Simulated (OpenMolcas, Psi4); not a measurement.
## InSiNH6 (SMILES N[SiH2][InH2]): methods side by side

InSiNH6 has 9 atoms, charge 0, and is taken as a singlet. As SMILES, `N[SiH2][InH2]`. The coordinates come from a PBE0-D4/def2-TZVP relaxation. This is one conformer, not always the lowest.

| atom | x (Å) | y (Å) | z (Å) |
| --- | --- | --- | --- |
| N | -0.8915 | 0.5914 | -1.3364 |
| Si | 0.3738 | 0.7440 | -0.1687 |
| In | 0.2672 | -1.2554 | 1.4461 |
| H | -1.0956 | -0.3142 | -1.7266 |
| H | -1.0357 | 1.3160 | -2.0225 |
| H | 0.1700 | 2.0365 | 0.5452 |
| H | 1.7589 | 0.8321 | -0.7407 |
| H | -0.5512 | -2.7168 | 0.9919 |
| H | 1.0041 | -1.2337 | 3.0116 |

Each level gives the dipole moment (D). The values are calculated.

| level | kind | program | value (D) | CPU time |
| --- | --- | --- | --- | --- |
| BLYP/def2-SVP (core potential) | GGA | OpenMolcas | 1.57 | 56 s |
| M06-L/def2-SVP (core potential) | meta-GGA | OpenMolcas | 1.39 | 74 s |
| r2SCAN/def2-SVP (core potential) | meta-GGA | OpenMolcas | 1.51 | 81 s |
| B3LYP/def2-SVP (core potential) | global hybrid | OpenMolcas | 1.50 | 68 s |
| BHLYP/def2-SVP (core potential) | global hybrid | OpenMolcas | 1.43 | 59 s |
| M06-2X/def2-SVP (core potential) | hybrid meta-GGA | OpenMolcas | 1.41 | 70 s |
| PBE0/def2-SVP (core potential) | global hybrid | OpenMolcas | 1.45 | 61 s |
| wB97X-D/def2-SVP (density fitting, core potential) | range-separated hybrid | Psi4 | 1.45 | 17 s |

The values span 1.39 to 1.57 D. Magnitudes only. CPU times are rough (shared hosts, several kinds of processor and program).
